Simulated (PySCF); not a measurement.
## How the method moves the HOMO and LUMO of `O=C1CCN[SiH2]1`

Species: C3H7NOSi.
Geometry (PBE0-D3(BJ)/def2-SVP, Å), atoms numbered from 1 in this order:
```xyz
13
C3H7NOSi angstrom
O     -0.1587   -2.5888    0.0092
C     -0.0430   -1.3922    0.0899
C     -1.2109   -0.4166    0.1684
C     -0.7646    0.9534   -0.3404
N      0.6290    1.1372    0.0452
Si     1.5704   -0.3128    0.1413
H     -1.4665   -0.3496    1.2419
H     -2.0862   -0.8256   -0.3572
H     -1.3918    1.7490    0.0946
H     -0.9102    1.0031   -1.4382
H      0.9891    2.0773   -0.0516
H      2.3682   -0.4404    1.3985
H      2.4812   -0.6129   -1.0097
```

Basis pcSseg-1 throughout (PySCF), one geometry. The structure is a single PBE0-D3(BJ)/def2-SVP conformer in the gas phase; no vibrational or solvent corrections.

How do the orbital energies, the gap and the dipole change with the method?

```tsv
method	kind	HOMO (eV)	LUMO (eV)	gap (eV)	μ (D)	SCF cycles
BLYP	GGA	-5.05	-2.01	3.04	3.38	15
OPBE	GGA	-5.14	-2.09	3.05	3.32	16
PBE	GGA	-5.18	-2.18	3.00	3.37	15
B97-D	GGA	-5.19	-2.08	3.11	3.40	15
BP86	GGA	-5.30	-2.27	3.03	3.41	16
KT3	GGA	-5.33	-2.12	3.21	3.29	16
LDA	LDA	-5.34	-2.42	2.92	3.49	15
KT2	GGA	-5.35	-2.15	3.20	3.34	16
B97-2	global hybrid	-6.36	-1.16	5.19	3.49	14
B3LYP	global hybrid	-6.38	-1.32	5.06	3.49	15
PBE0	global hybrid	-6.62	-1.10	5.52	3.50	14
mPW1PW91	global hybrid	-6.66	-1.11	5.55	3.51	14
BHandHLYP	global hybrid	-7.98	0.13	8.11	3.65	13
CAM-B3LYP	range-separated hybrid	-7.98	0.15	8.13	3.54	13
wB97X-D	range-separated hybrid	-8.49	0.76	9.25	3.57	14
LC-wPBE	range-separated hybrid	-9.27	1.34	10.61	3.54	14
HF	Hartree–Fock	-10.11	2.98	13.09	3.90	11
```

The HOMO spans 5.06 eV, from BLYP down to HF, and the gap runs from 2.92 eV (LDA) to 13.09 eV (HF). Over the methods BLYP (0 %), OPBE (0 %), PBE (0 %), B97-D (0 %), BP86 (0 %), KT3 (0 %), LDA (0 %), KT2 (0 %), B97-2 (21 %), B3LYP (20 %), PBE0 (25 %), mPW1PW91 (25 %), BHandHLYP (50 %), HF (100 %), a straight line through the gap against the share of exact exchange rises by 1.00 eV for each 10 % (correlation coefficient 1.000). The dipole ranges from 3.29 D (KT3) to 3.90 D (HF). This basis has no diffuse functions.
